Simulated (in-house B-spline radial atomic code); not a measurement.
Tc XL (Tc39+): [He] 2s2

All numbers are computed (Dirac-Hartree-Fock, average of configuration; Fermi nucleus of rms radius 4.41117 fm) with an all-electron radial atomic-structure program (B-spline basis), not measured.

Effective charges: Z_r = [3n² - l(l+1)]/(2<r>) from the radius, Z_e = n√(-2ε) from the energy, and Slater's rules. Values are occupation-weighted means over j. An effective charge above Z reflects the relativistic contraction of the inner shells.

```json
{"shell": "1s", "electrons": "2", "ε (eV)": "-24584", "<r> (bohr)": "0.03404", "Z_r": "44.06", "Z_e": "42.51", "Slater": "42.70"}
{"shell": "2s", "electrons": "2", "ε (eV)": "-5837.4", "<r> (bohr)": "0.1396", "Z_r": "42.98", "Z_e": "41.43", "Slater": "40.95"}
```

The least bound orbital is 2s1/2 at -5837 eV, and it is also the most diffuse (<r> = 0.1396 bohr).

For the 1s electron the small component carries 2.49 % of the norm, the zero-frequency Breit interaction raises the level by 31.7 eV, self-energy by 23.1 eV, and vacuum polarisation lowers it by 2.714 eV.

The density falls to 0.001 bohr⁻³ at 0.4743 bohr; Σ<r²> = 0.048847 bohr² gives, by the non-relativistic formula and without the paramagnetism of open shells, a Langevin diamagnetic susceptibility of -0.03869×10⁻⁶ cm³/mol.
